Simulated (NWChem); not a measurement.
System meant: SiH₄Se₂; SMILES [SeH][SiH2][SeH]

Input file for NWChem:

```
start job
memory heap 200 mb stack 900 mb global 1100 mb
geometry units angstroms noautoz
  Si    -0.887589    -0.005829     0.013049
  Se     0.352094     1.901036     0.203526
  Se     0.333916    -1.929976    -0.107432
  H     -1.772374     0.036870     1.212588
  H     -1.703212    -0.036666    -1.234888
  H      1.117711     1.624641    -1.023037
  H      1.029723    -1.665690     1.162651
end
basis spherical
  Si library def2-svp
  Se library def2-svp
  H library def2-svp
end
dft
  odft
  mult 2
  xc pbe0
  iterations 150
  mulliken
end
task dft energy
```

End of the output:

```
 ==============================================================================
                                 internuclear angles
 ------------------------------------------------------------------------------
        center 1       |       center 2       |       center 3       |  degrees
 ------------------------------------------------------------------------------
    2 Se               |   1 Si               |   3 Se               |   114.71
    2 Se               |   1 Si               |   4 H                |   103.37
    2 Se               |   1 Si               |   5 H                |   112.59
    3 Se               |   1 Si               |   4 H                |   112.59
    3 Se               |   1 Si               |   5 H                |   103.37
    4 H                |   1 Si               |   5 H                |   110.44
    1 Si               |   2 Se               |   6 H                |    93.21
    1 Si               |   3 Se               |   7 H                |    93.21
 ------------------------------------------------------------------------------
                            number of included internuclear angles:          8
 ==============================================================================

 Summary of "ao basis" -> "" (spherical)
 ------------------------------------------------------------------------------
       Tag                 Description            Shells   Functions and Types
 ---------------- ------------------------------  ------  ---------------------
 Si                         def2-svp                 8       18   4s3p1d
 Se                         def2-svp                12       32   5s4p3d
 H                          def2-svp                 3        5   2s1p

                                 NWChem DFT Module
                                 -----------------

 Summary of "ao basis" -> "ao basis" (spherical)
 ------------------------------------------------------------------------------
       Tag                 Description            Shells   Functions and Types
 ---------------- ------------------------------  ------  ---------------------
 Si                         def2-svp                 8       18   4s3p1d
 Se                         def2-svp                12       32   5s4p3d
 H                          def2-svp                 3        5   2s1p

      Symmetry analysis of basis
      --------------------------

        a          52
        b          50

  number of electrons :                   86
  multiplicity        :                    2
 ------------------------------------------------------------------------
  no. of electrons and multiplicity not compatible                  86
 ------------------------------------------------------------------------
 ------------------------------------------------------------------------
  current input line :
    24: task dft energy
 ------------------------------------------------------------------------
 ------------------------------------------------------------------------
 There is an error in the input file
 ------------------------------------------------------------------------
 For more information see the NWChem manual at https://nwchemgit.github.io

0: no. of electrons and multiplicity not compatible:Received an Error in Communication
```

Problem. What is wrong, and how is it mended?

Solution. The input was rejected before any calculation. Cause: the multiplicity doesn't fit the number of electrons (an even count wants an odd multiplicity, and the reverse). This input runs:
```
start job
memory heap 200 mb stack 900 mb global 1100 mb
geometry units angstroms noautoz
  Si    -0.887589    -0.005829     0.013049
  Se     0.352094     1.901036     0.203526
  Se     0.333916    -1.929976    -0.107432
  H     -1.772374     0.036870     1.212588
  H     -1.703212    -0.036666    -1.234888
  H      1.117711     1.624641    -1.023037
  H      1.029723    -1.665690     1.162651
end
basis spherical
  Si library def2-svp
  Se library def2-svp
  H library def2-svp
end
dft
  xc pbe0
  iterations 150
  mulliken
end
task dft energy
```
It converges to -5093.68198 Ha (PBE0/def2-SVP).
